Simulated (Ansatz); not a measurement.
`C[Si]1([AlH2])BC1`, relaxed with RKS PBE0-D4/def2-TZVP in Ansatz 0.2.0 from a PBE-D4/def2-SVP geometry. The force threshold is 0.005 eV/Å; the program also tests the step.

The species carries charge 0 and has multiplicity 1.

Start:

```xyz
13

C    -1.539   -1.206    0.194
Si   -0.531    0.017   -0.903
Al   -0.142    2.057    0.340
B     1.216    0.181    0.324
C     1.297   -0.621   -0.980
H    -2.068   -1.909   -0.486
H    -2.311   -0.668    0.781
H    -0.921   -1.814    0.886
H    -1.352    2.432    1.316
H     1.043    3.079   -0.039
H     1.897    0.208    1.331
H     1.809   -0.073   -1.799
H     1.604   -1.683   -0.965
```

```csv
step,energy (eV),largest force (eV/Å),largest move (Å)
1,-17345.0850,0.535,0.000
2,-17345.1264,0.256,0.029
3,-17345.1325,0.061,0.015
4,-17345.1331,0.040,0.006
5,-17345.1334,0.022,0.011
6,-17345.1335,0.011,0.012
7,-17345.1337,0.018,0.021
8 (rejected),-17345.1337,0.012,0.012
9,-17345.1337,0.021,0.006
10,-17345.1337,0.005,0.006
```

End:

```xyz
13

C    -1.524   -1.210    0.181
Si   -0.521    0.025   -0.863
Al   -0.159    2.062    0.339
B     1.212    0.177    0.340
C     1.269   -0.616   -0.964
H    -2.043   -1.887   -0.506
H    -2.284   -0.695    0.772
H    -0.914   -1.823    0.847
H    -1.337    2.452    1.324
H     1.033    3.042   -0.066
H     1.919    0.229    1.300
H     1.804   -0.088   -1.758
H     1.545   -1.668   -0.945
```

It took 46 s on 4 threads of an Arm Neoverse V1 on a shared host, with 0.62 GiB of host memory at the peak.
